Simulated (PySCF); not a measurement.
C2H2ClF3. Atoms are numbered in the order given.

```xyz
8

F      1.4565    -1.4305     0.6534
C      0.9768    -0.1855     0.3656
F      1.4832     0.2107    -0.8263
C     -0.5548    -0.2714     0.2941
F     -0.9249    -1.0614    -0.7451
Cl    -1.2357     1.3787     0.1118
H      1.2978     0.5244     1.1625
H     -0.9554    -0.6894     1.2420
```
Charge 0, spin multiplicity 1.

The structure is a stationary point at PBE-D3(BJ)/def2-SVP. The values are those of a single conformer.

Computed with TDDFT-ωB97X/def2-SVPD (PySCF).

Vertical excitations. Gas-phase values at a fixed geometry.

Computed lowest excited states:
```json
[
 {"state": "S1", "energy (eV)": "7.51", "λ (nm)": "165", "f": "0.001", "main pairs": "HOMO→LUMO 84 %"},
 {"state": "S2", "energy (eV)": "7.92", "λ (nm)": "157", "f": "0.001", "main pairs": "HOMO−1→LUMO 86 %"},
 {"state": "S3", "energy (eV)": "9.26", "λ (nm)": "134", "f": "0.021", "main pairs": "HOMO→LUMO+1 76 %"},
 {"state": "S4", "energy (eV)": "9.49", "λ (nm)": "131", "f": "0.032", "main pairs": "HOMO−2→LUMO 61 %, HOMO→LUMO+2 11 %"},
 {"state": "S5", "energy (eV)": "9.74", "λ (nm)": "127", "f": "0.019", "main pairs": "HOMO→LUMO+2 37 %, HOMO−1→LUMO+1 29 %, HOMO−2→LUMO 7 %"},
 {"state": "S6", "energy (eV)": "9.79", "λ (nm)": "127", "f": "0.066", "main pairs": "HOMO−1→LUMO+1 52 %, HOMO→LUMO+2 18 %"},
 {"state": "S7", "energy (eV)": "10.09", "λ (nm)": "123", "f": "0.082", "main pairs": "HOMO−3→LUMO 52 %, HOMO−1→LUMO+2 25 %"},
 {"state": "S8", "energy (eV)": "10.32", "λ (nm)": "120", "f": "0.018", "main pairs": "HOMO−2→LUMO+1 51 %, HOMO−2→LUMO+2 13 %, HOMO→LUMO+3 10 %"},
 {"state": "S9", "energy (eV)": "10.50", "λ (nm)": "118", "f": "0.096", "main pairs": "HOMO→LUMO+3 45 %, HOMO→LUMO+4 20 %, HOMO→LUMO+2 9 %"},
 {"state": "S10", "energy (eV)": "10.65", "λ (nm)": "116", "f": "0.067", "main pairs": "HOMO→LUMO+4 27 %, HOMO−1→LUMO+2 9 %, HOMO−4→LUMO 8 %, HOMO−3→LUMO 7 %"},
 {"state": "T1", "energy (eV)": "6.79", "λ (nm)": "183", "f": "0", "main pairs": "HOMO→LUMO 80 %"},
 {"state": "T2", "energy (eV)": "7.10", "λ (nm)": "175", "f": "0", "main pairs": "HOMO−1→LUMO 82 %"},
 {"state": "T3", "energy (eV)": "8.60", "λ (nm)": "144", "f": "0", "main pairs": "HOMO−2→LUMO 45 %, HOMO−3→LUMO 28 %"},
 {"state": "T4", "energy (eV)": "9.03", "λ (nm)": "137", "f": "0", "main pairs": "HOMO→LUMO+1 56 %"}
]
```
Triplets are in the Tamm–Dancoff approximation, which puts them higher than full response would, so one can lie above its singlet here.
